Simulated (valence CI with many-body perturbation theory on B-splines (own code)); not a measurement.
**E1 transitions of Pb49+**

Computed by valence CI with perturbative core correlation (CI+MBPT): five valence electrons over a frozen Dirac-Fock core [Ar] 3d10, a basis of 11 s, 11 p, 10 d, 8 f, 5 g, 2 h functions for each j, with the one-electron correlation potential Σ1 (screened to all orders), the two-electron term Σ2, the three-electron term Σ3, Breit, model QED; selected single and double excitations, second order for the rest, scaled by the run's own slope (own B-spline code, finite nucleus).

No measured spectrum was set against this ion. As an estimate, large intervals hold to a few tenths of a per cent, small ones and those within an open d or f shell to about a per cent. Among the levels kept, up to 2200 cm⁻¹ of a level comes from second order outside the variational space, and about a tenth of that is noise between levels of different J, which matters for small intervals.

Lines 101 to 150 of 567 in falling wavelength, among levels below 744.17 eV, chosen from the strongest by gf and those to the six lowest levels. Wavelengths and rates use the calculated energies. Electric multipoles are in the length gauge with retardation, E1 and E2 with the static RPA response of the core. Weak lines are less certain than strong ones. Lines between different terms over intervals too small for the method are left out, as are lines whose strength nearly cancels. Where a level lies close to another of its J and parity, the split of strength between their lines is uncertain. The highest levels of a list are the least certain.

Levels are named by their leading jj configuration (3d3/2^4 stands for four electrons in 3d with j = 3/2), which in mixed levels can hold well under half, so a name can repeat and another be missing. Letters in brackets count levels of one name in rising energy.

```tsv
λ vac (nm)	Upper	Lower	A (s⁻¹)	S (a.u.) with core polarisation	S without
6.170	(4s^2 4p1/2 4p3/2 4d3/2) J=3/2 [b]	(4s^2 4p1/2 4p3/2^2) J=5/2	2.44e+09	1.13e-03	1.17e-03
6.128	(4s^2 4p1/2^2 4f5/2) J=5/2	(4s^2 4p1/2^2 4d5/2) J=5/2	1.17e+10	7.95e-03	8.30e-03
6.048	(4s^2 4p1/2 4p3/2 4f7/2) J=7/2 [c]	(4s^2 4p1/2 4p3/2 4d5/2) J=7/2 [b]	2.52e+10	2.20e-02	2.30e-02
6.038	(4s^2 4p1/2 4p3/2 4d3/2) J=5/2 [b]	(4s^2 4p1/2 4p3/2^2) J=3/2	4.98e+08	3.25e-04	3.43e-04
5.983	(4s^2 4p1/2 4p3/2 4d3/2) J=3/2 [b]	(4s^2 4p1/2 4p3/2^2) J=3/2	4.48e+08	1.90e-04	1.96e-04
5.983	(4s 4p1/2^2 4p3/2 4f7/2) J=7/2 [a]	(4s 4p1/2^2 4p3/2 4d5/2) J=7/2 [a]	4.02e+10	3.40e-02	3.55e-02
5.952	(4s^2 4p1/2 4p3/2 4d3/2) J=1/2 [b]	(4s^2 4p1/2 4p3/2^2) J=3/2	1.95e+10	4.06e-03	4.26e-03
5.941	(4s^2 4p1/2 4p3/2 4d5/2) J=3/2 [a]	(4s^2 4p1/2 4p3/2^2) J=1/2	2.08e+09	8.62e-04	9.03e-04
5.909	(4s 4p1/2^2 4d3/2 4d5/2) J=7/2 [b]	(4s 4p1/2^2 4p3/2 4d3/2) J=5/2 [b]	7.10e+10	5.79e-02	6.07e-02
5.905	(4s 4p1/2^2 4p3/2 4f7/2) J=5/2 [a]	(4s 4p1/2^2 4p3/2 4d5/2) J=3/2 [a]	4.72e+10	2.88e-02	3.00e-02
5.893	(4s^2 4p1/2 4p3/2 4d5/2) J=7/2 [a]	(4s^2 4p1/2 4p3/2^2) J=5/2	1.17e+09	9.42e-04	9.87e-04
5.868	(4s 4p1/2^2 4p3/2 4d5/2) J=3/2 [a]	(4s 4p1/2^2 4p3/2^2) J=3/2	9.90e+10	3.95e-02	4.14e-02
5.841	(4s 4p1/2^2 4d3/2 4d5/2) J=5/2 [b]	(4s 4p1/2^2 4p3/2 4d3/2) J=5/2 [b]	5.05e+10	2.98e-02	3.12e-02
5.802	(4s 4p1/2^2 4p3/2 4f7/2) J=7/2 [b]	(4s 4p1/2^2 4p3/2 4d5/2) J=7/2 [b]	7.57e+10	5.84e-02	6.11e-02
5.790	(4s 4p1/2^2 4p3/2 4f7/2) J=7/2 [a]	(4s 4p1/2^2 4p3/2 4d5/2) J=5/2 [a]	9.78e+10	7.49e-02	7.81e-02
5.776	(4s 4p1/2^2 4p3/2 4f5/2) J=5/2 [b]	(4s 4p1/2^2 4p3/2 4d5/2) J=3/2 [a]	5.33e+10	3.04e-02	3.17e-02
5.772	(4s^2 4p1/2^2 4f7/2) J=7/2	(4s^2 4p1/2^2 4d5/2) J=5/2	1.91e+11	1.45e-01	1.51e-01
5.751	(4s^2 4p3/2^2 4d5/2) J=1/2	(4s^2 4p3/2^3) J=3/2	1.14e+11	2.15e-02	2.25e-02
5.734	(4s 4p1/2^2 4p3/2 4f7/2) J=9/2 [b]	(4s 4p1/2^2 4p3/2 4d5/2) J=7/2 [b]	3.91e+10	3.64e-02	3.79e-02
5.725	(4s 4p1/2^2 4p3/2 4f7/2) J=5/2 [a]	(4s 4p1/2^2 4p3/2 4d5/2) J=5/2 [a]	4.80e+10	2.67e-02	2.79e-02
5.722	(4s^2 4p1/2 4p3/2 4d5/2) J=3/2 [a]	(4s^2 4p1/2 4p3/2^2) J=5/2	2.24e+10	8.29e-03	8.71e-03
5.699	(4s^2 4p1/2 4p3/2 4f7/2) J=7/2 [b]	(4s^2 4p1/2 4p3/2 4d5/2) J=5/2 [a]	6.76e+10	4.94e-02	5.16e-02
5.695	(4s^2 4p3/2 4d3/2 4d5/2) J=5/2 [b]	(4s^2 4p3/2^2 4d3/2) J=7/2	3.94e+10	2.15e-02	2.26e-02
5.693	(4s^2 4p1/2 4d3/2 4d5/2) J=7/2	(4s^2 4p1/2 4p3/2 4d3/2) J=7/2	7.32e+10	5.33e-02	5.59e-02
5.693	(4s 4p1/2 4p3/2^2 4d5/2) J=3/2 [a]	(4s 4p1/2 4p3/2^3) J=5/2	1.00e+11	3.65e-02	3.83e-02
5.689	(4s 4p1/2^2 4d3/2 4d5/2) J=7/2 [a]	(4s 4p1/2^2 4p3/2 4d3/2) J=7/2	3.23e+10	2.35e-02	2.46e-02
5.682	(4s^2 4p1/2 4p3/2 4f7/2) J=7/2 [a]	(4s^2 4p1/2 4p3/2 4d5/2) J=7/2 [a]	6.75e+10	4.89e-02	5.12e-02
5.662	(4s 4p1/2^2 4p3/2 4f7/2) J=3/2	(4s 4p1/2^2 4p3/2 4d5/2) J=3/2 [a]	1.79e+11	6.41e-02	6.70e-02
5.661	(4s^2 4p1/2 4p3/2 4f7/2) J=7/2 [c]	(4s^2 4p1/2 4p3/2 4d5/2) J=5/2 [a]	1.05e+11	7.50e-02	7.83e-02
5.660	(4s^2 4p1/2 4p3/2 4f7/2) J=5/2 [a]	(4s^2 4p1/2 4p3/2 4d5/2) J=3/2 [a]	2.10e+11	1.13e-01	1.18e-01
5.659	(4s 4p1/2^2 4p3/2 4f7/2) J=9/2 [a]	(4s 4p1/2^2 4p3/2 4d5/2) J=9/2	3.06e+10	2.74e-02	2.86e-02
5.657	(4s 4p1/2^2 4p3/2 4f7/2) J=5/2 [b]	(4s 4p1/2^2 4p3/2 4d5/2) J=3/2 [b]	3.12e+11	1.67e-01	1.75e-01
5.656	(4s^2 4p3/2 4d3/2 4d5/2) J=7/2 [b]	(4s^2 4p3/2^2 4d3/2) J=7/2	6.80e+10	4.86e-02	5.10e-02
5.654	(4s^2 4p1/2 4p3/2 4d5/2) J=5/2 [a]	(4s^2 4p1/2 4p3/2^2) J=5/2	1.48e+11	7.91e-02	8.29e-02
5.649	(4s 4p1/2^2 4d3/2 4d5/2) J=1/2	(4s 4p1/2^2 4p3/2 4d3/2) J=1/2 [b]	2.32e+11	4.13e-02	4.34e-02
5.646	(4s^2 4p3/2 4d3/2 4d5/2) J=3/2	(4s^2 4p3/2^2 4d3/2) J=5/2	6.62e+10	2.35e-02	2.47e-02
5.643	(4s^2 4p1/2 4d5/2^2) J=3/2	(4s^2 4p1/2 4p3/2 4d5/2) J=1/2	3.50e+11	1.24e-01	1.30e-01
5.632	(4s^2 4p1/2 4p3/2 4f7/2) J=9/2 [b]	(4s^2 4p1/2 4p3/2 4d5/2) J=9/2	1.31e+11	1.16e-01	1.21e-01
5.626	(4s^2 4p3/2 4d3/2 4d5/2) J=5/2 [b]	(4s^2 4p3/2^2 4d3/2) J=3/2 [a]	6.42e+10	3.38e-02	3.56e-02
5.616	(4s^2 4p1/2 4d5/2^2) J=5/2	(4s^2 4p1/2 4p3/2 4d5/2) J=3/2 [b]	3.59e+11	1.88e-01	1.97e-01
5.604	(4s^2 4p1/2 4p3/2 4f5/2) J=7/2 [a]	(4s^2 4p1/2 4p3/2 4d3/2) J=5/2 [b]	3.28e+10	2.28e-02	2.40e-02
5.604	(4s 4p1/2^2 4p3/2 4f5/2) J=5/2 [b]	(4s 4p1/2^2 4p3/2 4d5/2) J=5/2 [a]	1.27e+11	6.60e-02	6.91e-02
5.600	(4s^2 4p1/2 4d5/2^2) J=3/2	(4s^2 4p1/2 4p3/2 4d5/2) J=3/2 [b]	7.10e+10	2.46e-02	2.58e-02
5.598	(4s^2 4p1/2 4d3/2 4d5/2) J=9/2	(4s^2 4p1/2 4p3/2 4d3/2) J=7/2	1.32e+11	1.15e-01	1.20e-01
5.597	(4s^2 4p1/2 4d3/2 4d5/2) J=5/2 [b]	(4s^2 4p1/2 4p3/2 4d3/2) J=3/2 [b]	1.17e+11	6.06e-02	6.36e-02
5.595	(4s 4p1/2^2 4d3/2 4d5/2) J=5/2 [b]	(4s 4p1/2^2 4p3/2 4d3/2) J=3/2 [b]	1.23e+11	6.38e-02	6.69e-02
5.589	(4s 4p1/2^2 4p3/2 4f7/2) J=9/2 [c]	(4s 4p1/2^2 4p3/2 4d5/2) J=7/2 [b]	3.77e+11	3.25e-01	3.40e-01
5.589	(4s^2 4p1/2 4p3/2 4f7/2) J=11/2	(4s^2 4p1/2 4p3/2 4d5/2) J=9/2	2.61e+11	2.70e-01	2.82e-01
5.583	(4s 4p1/2^2 4d3/2 4d5/2) J=3/2 [b]	(4s 4p1/2^2 4p3/2 4d3/2) J=3/2 [b]	1.50e+11	5.16e-02	5.41e-02
5.578	(4s^2 4p1/2 4p3/2 4f5/2) J=7/2 [b]	(4s^2 4p1/2 4p3/2 4d3/2) J=5/2 [b]	4.06e+10	2.78e-02	2.93e-02
```
